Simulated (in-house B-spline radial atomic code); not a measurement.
**RPA and G0W0 on BLYP: the neon ion Ne⁶⁺**

Configuration [He] 2s2, mean-field start BLYP. Computed with an all-electron radial atomic-structure program (B-spline basis): all electrons, scalar-relativistic (spin-free one-electron X2C), finite nucleus, each spin shell either full or empty, empty states to l = 9 with an (l + 1/2)⁻⁴ tail; G0W0 by contour deformation at full frequency.

Command:
```bash
python run_gw.py task.json out
```
Settings (radii: box in bohr, nucleus in fm):
```
Z                        10
electrons                4
configuration            [He] 2s2
hamiltonian              x2c
method                   b88,lyp
lmax                     9
rms_radius               3.0055
spin_polarised           False
box_radius               9.29
intervals                68
ion_configuration        [He] 2s1
```

Run time, properties included: 1.4 s on 1 thread of Arm Neoverse V2 (shared host).

Energies (hartree):

| term | value |
| --- | --- |
| mean-field total | -110.36942 |
| Hartree-Fock functional on these orbitals | -110.24622 |
| direct second order | -0.44972 |
| second-order exchange | 0.22143 |
| SOSEX correction | 0.15457 |

Q: What is the RPA correlation energy, and what remains with SOSEX?

A: RPA gives -0.31463 hartree (-2.14 eV per electron); RPA + SOSEX gives -0.16006, and the second-order doubles -0.22829 hartree (no singles). SOSEX takes back 49 % of the RPA value.

Quasi-particle levels (eV):

```tsv
level	occupied	mean field	Σx - vxc	Σc	QP weight	G0W0
2s	yes	-192.46	-11.63	?	?	?
1s	yes	-1042.65	-61.49	7.07	0.914	-1097.07
2p	no	-174.35	17.56	-1.65	0.972	-158.43
```

G0W0 = mean field + (Σx - vxc) + Σc, with Σc (partial-wave tail included) taken at the quasi-particle energy.

Q: Where does G0W0 put 2s?

A: At -207.39 eV, with Σc = -3.30 eV and a quasi-particle weight of 0.948. The tabulated removal energy is 207.271 ± 0.012 eV (NIST, measured).

Q: What does it cost to remove one electron (to [He] 2s1) by differences of total energies, each species on its own start (correlation terms add to the Hartree-Fock functional)?

A: BLYP 205.53 eV, Hartree-Fock functional 203.79 eV, + RPA 207.73 eV, + RPA + SOSEX 206.76 eV, + second order 208.56 eV. Tabulated: 207.271 ± 0.012 eV (NIST, measured).
